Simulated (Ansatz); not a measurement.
Species: C₃H₂ClN, charge 0, singlet. C3H2ClN ((Z)-3-chloroprop-2-enenitrile, SMILES N#C/C=C\Cl).
B3LYP-D3(BJ)/def2-TZVP minimum from Ansatz (a program for electronic structure):
```
C
C 1 1.3333
H 2 1.0800 1 121.59
H 1 1.0829 2 118.59 3 0.00
C 1 1.4187 4 116.91 2 180.00
N 5 1.1524 4 151.50 1 -180.00
Cl 2 1.7136 3 114.06 1 180.00
```

Property: atomisation energy (electronic, to ground-state atoms), in kcal/mol. UHF or UKS for unpaired electrons; spin-orbit terms are left out. CBS(X,Y): correlation extrapolated as X^-3, Hartree-Fock from the larger set. A bracket is a step between two methods taken in the basis named. Functionals run without relativity, which enters their misses. Double hybrids freeze cores in their MP2 part. '+ core + X2C': CCSD(T) terms for core correlation (cc-pwCVTZ, 1s frozen past Ne) and scalar relativity (cc-pVTZ-DK). Where a partner has so few electrons that a lower coupled-cluster level is exact, that level stands in. The restricted determinant of C3H2ClN (N#C/C=C\Cl, singlet) is unstable towards broken spin symmetry in at least one set run.

CCSD(T)/CBS(cc-pV(T+d)Z,cc-pV(Q+d)Z) + [CCSDT(Q) - CCSD(T)]/cc-pV(D+d)Z + core + X2C (Ansatz) gives 741.6 kcal/mol.

Task: How far off this value is PBE/def2-TZVPD (Ansatz), in which direction, and how far these levels: r2SCAN/def2-TZVPD, PBE0/def2-TZVPD, wB97M-V/def2-TZVPD, B2PLYP/def2-TZVPD, CCSD(T)/CBS(cc-pV(T+d)Z,cc-pV(Q+d)Z) + core + X2C?

Result: PBE gives 775.2 kcal/mol, 33.6 kcal/mol above it. Differences of the others: r2SCAN/def2-TZVPD (Ansatz) 0.1; PBE0/def2-TZVPD (Ansatz) 6.2; wB97M-V/def2-TZVPD (Ansatz) 0.9; B2PLYP/def2-TZVPD (Ansatz) -6.4; CCSD(T)/CBS(cc-pV(T+d)Z,cc-pV(Q+d)Z) + core + X2C (Ansatz) -1.1 kcal/mol.
